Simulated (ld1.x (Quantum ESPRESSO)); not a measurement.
Scattering properties, TM potential for helium (He)

```json
{"Element": "helium (He)", "Generator": "ld1.x (Quantum ESPRESSO) 7.5", "Type": "norm-conserving Troullier–Martins (Kleinman–Bylander form)", "Functional": "PBE", "Relativity": "fully relativistic", "Frozen core": "none", "Valence charge": "2", "Reference configuration": "1s1.5 (charge +0.5)", "Partial waves": "1s (bound): rc 0.75 bohr; 2p channel at 0.2 Ry: rc 0.70 bohr", "Local potential": "the p channel", "Core correction": "none"}
```

Open shells are filled in proportion to 2j + 1 (rel_dist='average').

The phase is arctan(r·u′/u) with u = r·R(r), unwrapped; energies in Ry, scanned from -4 to 5 Ry. A pole is an energy at which the radial function vanishes at the test radius. The pseudo phase is shifted by a multiple of π to meet the all-electron one at the reference energy, and phase errors are pseudo minus all-electron; the curves can meet again beyond the range given. Levels narrower than the energy grid can be missing from the lists of poles.

```tsv
channel	radius (bohr)	reference energy (Ry)	poles, all-electron	poles, pseudo	unbroken range about the reference energy with phases within 0.05 rad	phase error 1 Ry above the reference energy (rad)
s	0.85	-1.96	3.58	3.61	the whole range	+0.000
p1/2	0.85	0.20	none	none	the whole range	+0.000
p3/2	0.85	0.20	none	none	the whole range	-0.000
```

Phases in the p1/2 channel:

```tsv
E (Ry)	all-electron	pseudo
-4.00	1.114	1.114
-3.76	1.107	1.107
-3.52	1.100	1.100
-3.28	1.092	1.092
-3.04	1.084	1.084
-2.80	1.076	1.076
-2.56	1.067	1.067
-2.32	1.058	1.058
-2.08	1.049	1.049
-1.84	1.039	1.039
-1.60	1.028	1.028
-1.36	1.017	1.017
-1.12	1.006	1.006
-0.88	0.994	0.994
-0.64	0.981	0.981
-0.40	0.968	0.968
-0.16	0.954	0.954
0.08	0.939	0.939
0.32	0.923	0.923
0.56	0.906	0.906
0.80	0.888	0.888
1.04	0.870	0.870
1.28	0.850	0.850
1.52	0.828	0.828
1.76	0.805	0.806
2.00	0.781	0.781
2.24	0.755	0.756
2.48	0.728	0.728
2.72	0.698	0.699
2.96	0.667	0.667
3.20	0.633	0.633
3.44	0.597	0.597
3.68	0.557	0.558
3.92	0.516	0.516
4.16	0.471	0.472
4.40	0.424	0.424
4.64	0.373	0.373
4.88	0.319	0.319
```
